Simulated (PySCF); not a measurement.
ClFH₈N₂Si₃. Atoms are numbered in the order given.

```xyz
15

F      0.4429    -0.3995    -1.6951
Si     0.0575    -0.0658    -0.1560
Cl    -0.7071     1.8479    -0.1839
N     -1.1895    -1.0367     0.4771
Si    -2.8904    -0.6482     0.6878
N      1.5427    -0.2380     0.6619
Si     3.1398    -0.2918    -0.0669
H     -0.9255    -1.9912     0.7079
H     -3.5539    -1.9270     1.0798
H     -3.5013    -0.1354    -0.5718
H     -3.1018     0.3595     1.7678
H      1.5137    -0.2016     1.6762
H      4.1180    -0.1639     1.0533
H      3.3819    -1.5808    -0.7791
H      3.3334     0.8275    -1.0332
```
Charge 0, spin multiplicity 1.

Geometry optimised at PBE0-D3(BJ)/def2-SVP. Other conformers were not sampled.

Method: TDA-PBE/def2-SVPD (PySCF).

Vertical excitations. 

```csv
state,energy (eV),λ (nm),f,main pairs
S1,5.69,218,0.009,HOMO→LUMO 99 %
S2,5.87,211,0.005,HOMO−1→LUMO 99 %
S3,6.39,194,0.004,HOMO→LUMO+1 96 %
S4,6.58,188,0.008,HOMO−1→LUMO+1 96 %
S5,6.72,184,0.029,"HOMO→LUMO+3 71 %, HOMO→LUMO+2 24 %"
S6,6.74,184,0.027,"HOMO→LUMO+2 70 %, HOMO→LUMO+3 25 %"
T1,5.50,225,0,HOMO→LUMO 99 %
T2,5.70,217,0,HOMO−1→LUMO 98 %
```
Triplets are in the Tamm–Dancoff approximation.
